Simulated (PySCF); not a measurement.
C2H8FNSi, SMILES [C@H]([SiH2]F)(C)N. Atoms are numbered in the order given.

```xyz
13

C      1.4818     1.2273     0.8175
C      0.8867     0.0274     0.0909
N      0.8107    -1.1182     0.9847
Si    -0.8729     0.4102    -0.4551
F     -1.5171    -0.9844    -1.0131
H      0.8989     1.4665     1.7208
H      2.5152     1.0149     1.1409
H      1.5210     2.1204     0.1740
H      1.4925    -0.1519    -0.8268
H      0.4312    -1.9301     0.5016
H      1.7372    -1.3796     1.3202
H     -1.7076     0.8760     0.6868
H     -0.8998     1.3999    -1.5719
```
Charge 0, spin multiplicity 1.

The structure is a stationary point at PBE0-D3(BJ)/def2-SVP. The structure was generated by enumeration; whether it is a known compound was not checked. Other conformers were not sampled.

Calculation: PBE0-D3(BJ)/def2-SVP in PySCF 2.14.0.

Frequencies are harmonic and unscaled.

```tsv
mode	ν (cm⁻¹)	IR (km/mol)	Raman (Å⁴/amu)	depolarisation	moving atoms (share of kinetic energy)
1	86	1.6	0.4	0.75	F 36 %, H 22 %, Si 15 %, N 14 %, C 13 %
2	133	3.2	0.4	0.67	F 35 %, N 21 %, H 19 %, C 16 %, Si 9 %
3	227	10.5	0.8	0.75	H 76 %, C 9 %
4	269	25.8	0.8	0.75	H 76 %, N 14 %
5	272	10.3	2.0	0.52	H 43 %, C 28 %, F 12 %, Si 11 %
6	342	9.9	1.4	0.75	H 48 %, C 17 %, F 15 %, Si 14 %
7	423	14.3	0.7	0.53	H 42 %, C 34 %, N 21 %
8	594	48.7	7.6	0.31	H 52 %, Si 25 %, C 11 %, N 11 %
9	695	82.8	7.2	0.20	H 49 %, C 29 %, Si 20 %
10	738	0.6	14.6	0.69	H 89 %
11	838	94.8	4.1	0.75	H 77 %, N 18 %
12	852	22.6	6.1	0.64	F 49 %, H 34 %, Si 18 %
13	920	192.7	10.1	0.74	H 59 %, Si 18 %, C 13 %, F 8 %
14	938	86.0	2.4	0.67	H 55 %, C 25 %, N 10 %, Si 8 %
15	953	96.8	12.8	0.66	H 88 %, Si 9 %
16	1009	31.1	2.6	0.66	H 76 %, C 17 %
17	1052	5.5	3.8	0.72	H 60 %, C 37 %
18	1156	5.7	4.6	0.75	C 44 %, H 35 %, N 21 %
19	1213	6.1	8.8	0.47	H 78 %, C 18 %
20	1333	6.8	5.9	0.21	H 55 %, C 38 %
21	1346	6.5	8.0	0.37	H 74 %, C 24 %
22	1392	6.4	2.8	0.70	H 73 %, C 26 %
23	1458	7.4	13.0	0.75	H 95 %
24	1478	5.8	13.5	0.74	H 96 %
25	1633	27.1	7.9	0.67	H 92 %
26	2242	124.2	143.7	0.16	H 97 %
27	2263	111.1	92.7	0.29	H 96 %
28	2940	58.4	137.2	0.31	H 93 %
29	3041	22.3	143.6	0.02	H 97 %
30	3126	18.3	81.2	0.75	H 91 %, C 9 %
31	3151	11.7	52.7	0.74	H 90 %, C 10 %
32	3523	1.5	162.9	0.14	H 96 %
33	3615	5.9	77.0	0.75	H 92 %, N 8 %
```
